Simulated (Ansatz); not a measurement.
`[F][In]([SH])[SH]` + H–F → `[F][In]([F])[SH]` + H₂S at 700 K and 1 bar (ligand exchange at the In–S bond).

Program: Ansatz. Geometries: PBE0-D4/def2-TZVP. ΔE: electronic, gas phase. CCSD(T)/CBS adds triple-zeta CCSD(T) − MP2 to the extrapolated MP2 energy (def2 sets, frozen cores). This one scheme is used for every species. def2 core potentials past Kr. For In outer-core shells are correlated without core-valence functions, which leaves a few kJ/mol of doubt a bond. One conformer a species, not always the lowest.

```json
{"species": "`[F][In]([SH])[SH]`", "CCSD(T)/CBS energy (Eh)": "-1086.46010", "H − E (kJ/mol)": "117.5", "S (J/(mol·K))": "457.7"}
{"species": "H–F", "CCSD(T)/CBS energy (Eh)": "-100.39570", "H − E (kJ/mol)": "45.2", "S (J/(mol·K))": "198.5"}
{"species": "`[F][In]([F])[SH]`", "CCSD(T)/CBS energy (Eh)": "-787.86618", "H − E (kJ/mol)": "89.1", "S (J/(mol·K))": "423.2"}
{"species": "H₂S", "CCSD(T)/CBS energy (Eh)": "-398.97279", "H − E (kJ/mol)": "64.8", "S (J/(mol·K))": "236.9"}
```

H − E and S are ideal-gas, rigid-rotor, harmonic terms from PBE0-D4/def2-TZVP, for one conformer and one mirror image of each species. 1 Eh = 2625.50 kJ/mol, R = 8.31446 J/(mol·K).

**Question.** By hand: ΔE, ΔH, ΔS and ΔG.

**Answer.** ΔE = (-787.86618) + (-398.97279) − (-1086.46010) − (-100.39570) = 0.01683 Eh = 44.2 kJ/mol. Δ(H − E) = 89.1 + 64.8 − 117.5 − 45.2 = -8.8, so ΔH = 35.4 kJ/mol. ΔS = 423.2 + 236.9 − 457.7 − 198.5 = 3.9 J/(mol·K). ΔG = 35.4 − 700 × (3.9)/1000 = 32.7 kJ/mol.

**Question.** By hand: the equilibrium constant, and the temperature at which ΔG would vanish if ΔH and ΔS stayed fixed.

**Answer.** log₁₀ K = −ΔG/(RT ln 10) = -2.4. ΔG = 0 at ΔH/ΔS = 9077 K, far beyond where these terms or the molecules hold.

The number of gas molecules stays the same, so ΔS is small and ΔH decides. A doubt of 5 kJ/mol in ΔE shifts log₁₀ K by 0.4 here. Other conformers and mirror images would add mixing entropy, several J/(mol·K) or more a flexible species. These are equilibria of isolated gas molecules and say nothing of rates. Largest T1 diagnostic: 0.016 (customary marks: 0.02 for closed shells, 0.045 for open ones).
